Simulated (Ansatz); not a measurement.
System: BO, charge 0, doublet. BO (SMILES [B]=O, doublet).
B3LYP-D3(BJ)/def2-TZVP minimum from Ansatz (a quantum-chemistry and plane-wave program):
```xyz
2

B      0.0000     0.0000    -0.7398
O      0.0000     0.0000     0.4623
```
Charge 0, spin multiplicity 2.

Total energies in cc-pVTZ, 9 correlated electrons, 2 frozen orbitals. Radicals and triplets start from unrestricted determinants; spin-orbit coupling is neglected. Cores are frozen in correlated methods. No relativity. The UHF reference of BO ([B]=O, doublet) is spin-contaminated (<S^2> up to 0.05 over the pure value in the sets run).

```tsv
method	program	energy (Eh)	minus CCSDT(Q) (mEh)
HF	Ansatz	-99.55653	315.04
MP2	Ansatz	-99.85449	17.08
CCSD	Ansatz	-99.85557	16.00
CCSD(T)	Ansatz	-99.86995	1.62
CCSDT(Q)	Ansatz	-99.87157	0.00
```

Rough core times of Ansatz's runs on a shared machine: CCSD(T) under 20 s, CCSDT(Q) 2 min.
